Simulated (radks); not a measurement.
The numbers below are computed, except where a source is named.
Numerical settings for the iridium ion Ir+, [Xe] 4f14 5d7 6s1. Code: a radial shooting solver on a logarithmic mesh with Libxc functionals. Model: Dirac Kohn-Sham, PBE, spin-unpolarised, spherical densities, point nucleus; open shells are shared between the two j in proportion to 2j + 1. The defaults (mesh step 0.008 in ln r, mesh end at 40 bohr or more with all orbitals vanishing there, Anderson mixing 0.5 over 9 steps, residual threshold near 1e-9 with the energy settled to 1e-9 hartree or 1e-11 of itself, here a cap of 71 iterations) give E = -17857.664 hartree and 6s1/2 at -13.569 eV in 14 iterations. Run on one thread of a shared host, so times are rough (Arm Neoverse N1): 0.24 s of CPU time, 0.24 s wall, 14 iterations on 2648 mesh points. Changes against that run (0 stands for a change within the tolerance of the run):

| setting | iterations | converged | E (mhartree) | e(6s1/2) (meV) | CPU (s) |
|---|---|---|---|---|---|
| mesh step in ln r 0.2 | 4 | no | diverged | - | 0.01 |
| mesh step in ln r 0.05 | 14 | yes | +0.0505 | +0.0162 | 0.06 |
| mesh step in ln r 0.005 | 14 | yes | 0 | 0 | 0.37 |
| mesh end (bohr) 400 | 14 | yes | 0 | 0 | 0.25 |
| mesh end (bohr) 8 | 15 | yes | +0.289 | +17.4 | 0.24 |
| residual threshold 0.01 | 9 | yes | +0.00109 | +4.9 | 0.19 |
| residual threshold 0.001 | 9 | yes | +0.00109 | +4.9 | 0.19 |
| mixing 2.5 | 16 | yes | 0 | 0 | 0.28 |
| linear mixing, mixing 0.5 | 30 | yes | 0 | 0 | 0.39 |
| linear mixing, mixing 1 | 71 | no | +3.74e+05 | -7.52e+05 | 3.6 |
| mixing history 2 | 23 | yes | 0 | 0 | 0.33 |
| iteration cap 2 | 2 | no | +2.38e+03 | -9.95e+03 | 0.05 |

No run marked as converged misses the energy by more than 1 mhartree. A mesh that ends early acts as a hard wall.
